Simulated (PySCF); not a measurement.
# Polarisability and C₆ of Bi⁻ (bismuth, charge -1)

[Xe] 4f14 5d10 6s2 6p4, high-spin 3P determinant. Computed with PySCF 2.14 in aug-cc-pVQZ-PP with ECP60MDF (7s7p5d3f2g, 92 functions), with scalar relativity through the core potential. Coupled (time-dependent) response in atomic units; α is the mean over directions.

| method | mean α (bohr³) | α xx, yy, zz | C₆ (like pair) | S(−4) |
| --- | --- | --- | --- | --- |
| UHF | 152.1 | 115.5, 225.5, 115.5 | 2624 | 13950 |

S(−4) is the Cauchy moment in α(ω) = α(0) + S(−4) ω² + …

Spin-orbit coupling is absent.

α(iu) at UHF:

| u (hartree) | α(iu) (bohr³) |
| --- | --- |
| 0 | 152.1 |
| 0.0500 | 128.8 |
| 0.100 | 98.11 |
| 0.200 | 58.17 |
| 0.300 | 37.76 |
| 0.500 | 19.87 |
| 0.750 | 11.43 |
| 1.00 | 7.669 |
| 1.50 | 4.375 |
| 2.00 | 2.923 |
| 3.00 | 1.608 |
| 5.00 | 0.6989 |

A single London oscillator, α(iu) = α/(1 + u²/ω²), gives C₆ = (3/4) ω α². Matching the computed C₆ needs ω = 4 × 2624 / (3 × 152.1²) = 0.151 hartree.

For an ion, C₆ is the dispersion term alone; charge-induced terms of lower order in 1/R come first.

The components differ because the open shell of this determinant is not spherical; for a pure term their mean is the scalar polarisability.

Energies and moments cover only the electrons outside the core potential. Spin-orbit coupling is strong in this species (close to jj coupling), so the high-spin LS determinant is a model state, not a physical level.
